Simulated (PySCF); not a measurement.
Compound: C7HN.
Numbering: `[CH:1]#[C:2][C:3]#[C:4][C:5]#[C:6][C:7]#[N:8]` (hydrogens: H9 on C1)

Cartesian coordinates in Å at the PBE0-D3(BJ)/def2-TZVP level; atoms count from 1:
```
atom  x, y, z in Å
C1    -3.6995   -0.2425   -0.9287
C2    -2.5318   -0.1514   -0.6368
C3    -1.2240   -0.0495   -0.3110
C4    -0.0466    0.0423   -0.0180
C5     1.2541    0.1431    0.3064
C6     2.4288    0.2344    0.6011
C7     3.7438    0.3353    0.9289
N8     4.8634    0.4211    1.2088
H9    -4.7303   -0.3228   -1.1845
```

Level: wB97X-D/pcSseg-2 in PySCF, non-relativistic, on one gas-phase PBE0-D3(BJ)/def2-TZVP geometry that isn't relaxed in the solvent. The solvent is an IEF-PCM continuum (van der Waals radii × 1.2). Specific hydrogen bonds and non-electrostatic terms are outside this model.

Gas phase at wB97X-D/pcSseg-2: HOMO -9.50 eV, LUMO -1.32 eV, dipole 5.29 D.

Question: What does the continuum do to the energy, the frontier levels and the dipole at wB97X-D/pcSseg-2 in chloroform?

Answer: 
| solvent | ε | E(solvent) − E(gas) (kcal/mol) | polarisation term (kcal/mol) | distortion of the solute (kcal/mol) | HOMO (eV) | LUMO (eV) | dipole (D) |
| --- | --- | --- | --- | --- | --- | --- | --- |
| chloroform | 4.711 | -3.35 | -3.93 | 0.58 | -9.39 | -1.23 | 6.71 |

The first energy column is the sum of the next two and covers electrostatics alone.

Question: Which radius a makes the point-dipole formula ΔE = −[(ε − 1)/(2ε + 1)]·μ²/a³ give the value in chloroform, with the gas-phase dipole?

Answer: μ = 2.081 au and |ΔE| = 0.00534 Eh give a = 3.50 Å; the farthest nucleus lies 5.02 Å from the centroid of the nuclei, so such a sphere wouldn't even hold the nuclei. The formula assumes a rigid point dipole at the centre of a sphere.

Question: Give the dipole vector in the frame of the coordinates (D, pointing from negative to positive charge), gas and chloroform.

Answer: Gas (-5.12, -0.40, -1.28), solvent (-6.49, -0.50, -1.62). Its length changes by +27 % and its direction by less than 1°.

The pairwise dispersion term of wB97X-D wasn't added to the energies; at a given geometry it leaves orbitals and properties as they are.
